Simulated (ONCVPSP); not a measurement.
**Reading a pseudo-wave (Au (Z = 79))**

Columns: radius, all-electron u(r) and pseudo u(r) of the 5p shell (level -60.43 eV) of gold in the configuration [Kr] 4d10 4f14 5s2 5p6 5d10 6s0.75 6p0.25; PBEsol, scalar-relativistic, ONCV scheme, ONCVPSP 4.0.1.

| r (bohr) | all-electron | pseudo |
| --- | --- | --- |
| 0.098 | 0.2615 | 0.0311 |
| 0.195 | 0.1206 | 0.1190 |
| 0.292 | -0.5204 | 0.2527 |
| 0.390 | -0.5447 | 0.4176 |
| 0.488 | -0.1386 | 0.5925 |
| 0.585 | 0.3459 | 0.7559 |
| 0.682 | 0.7380 | 0.8931 |
| 0.780 | 0.9907 | 0.9929 |
| 0.878 | 1.1123 | 1.0480 |
| 0.975 | 1.1342 | 1.0581 |
| 1.072 | 1.0907 | 1.0287 |
| 1.170 | 1.0076 | 0.9670 |
| 1.268 | 0.9052 | 0.8831 |
| 1.365 | 0.7979 | 0.7881 |
| 1.463 | 0.6921 | 0.6886 |
| 1.560 | 0.5944 | 0.5935 |
| 1.658 | 0.5053 | 0.5051 |
| 1.755 | 0.4273 | 0.4272 |
| 1.852 | 0.3594 | 0.3593 |
| 1.950 | 0.3005 | 0.3004 |
| 2.047 | 0.2507 | 0.2507 |
| 2.145 | 0.2083 | 0.2082 |
| 2.242 | 0.1729 | 0.1728 |
| 2.340 | 0.1429 | 0.1429 |
| 2.438 | 0.1180 | 0.1180 |
| 2.535 | 0.0974 | 0.0974 |

Task: How many radial nodes do the two functions have?

Result: The all-electron 5p function has n − l − 1 = 3 (the table is too coarse to show those close to the nucleus); the pseudo-wave has 0, since the states of the same l below it are removed with the core.

Task: At about which radius was the pseudo-wave matched?

Result: 1.95 bohr. The columns agree to 0.0005 from 1.66 bohr on; several derivatives are matched, so the curves merge somewhat inside the radius.

Task: Where does each function peak?

Result: Outermost all-electron maximum near 0.97 bohr, pseudo maximum near 0.97 bohr (to the table’s step).

Task: Is the pseudo-wave norm-conserving?

Result: Yes: the ONCV scheme keeps the norm inside the radius equal to the all-electron one, which fixes the energy derivative of the logarithmic derivative at the level.
